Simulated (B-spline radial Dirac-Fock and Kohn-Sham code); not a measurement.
**The Ne-like isoelectronic sequence (10 electrons), Z = 44 to 55**

Method: relaxed Dirac-Fock hole states (ΔSCF) with Breit and QED corrections and a finite nucleus. Computed with an atomic code on a B-spline grid. Binding energies in eV, tabulated ground configurations ([He] 2s2 2p6 throughout). Electron correlation is not included.

```csv
ion,1s,2s,2p1/2,outermost level,NIST ionisation energy
Ru³⁴⁺,24152.2,5121.6,4886.5,4751.5 (2p3/2),4758 ± 3
Rh³⁵⁺,25354.5,5402.0,5160.1,5011.0 (2p3/2),5018 ± 3
Pd³⁶⁺,26588.5,5690.6,5441.8,5277.4 (2p3/2),5284 ± 3
Ag³⁷⁺,27854.4,5987.4,5731.6,5550.8 (2p3/2),5558 ± 3
Cd³⁸⁺,29152.4,6292.4,6029.7,5831.1 (2p3/2),5839 ± 3
In³⁹⁺,?,?,?,?,?
Sn⁴⁰⁺,31846.1,6927.7,6650.7,6412.7 (2p3/2),6421 ± 3
Sb⁴¹⁺,33242.2,7258.2,6973.8,6714.0 (2p3/2),6714 ± 4
Te⁴²⁺,34671.6,7597.2,7305.5,7022.3 (2p3/2),7022 ± 4
I⁴³⁺,36134.7,7945.0,7645.9,7337.6 (2p3/2),7337 ± 4
Xe⁴⁴⁺,37631.6,8301.6,7995.0,7659.9 (2p3/2),7660 ± 4
Cs⁴⁵⁺,39162.7,8667.1,8352.9,7989.3 (2p3/2),7989 ± 4
```

Q: Fill in the row of In³⁹⁺.

A: 1s 30482.9, 2s 6605.9, 2p1/2 6336.0, outermost 6118.4 (2p3/2), NIST 6126 ± 3 eV.

NIST's values are for the lowest levels; a dash marks a value that is missing or belongs to another shell. Their kind here: semi-empirical, theoretical.
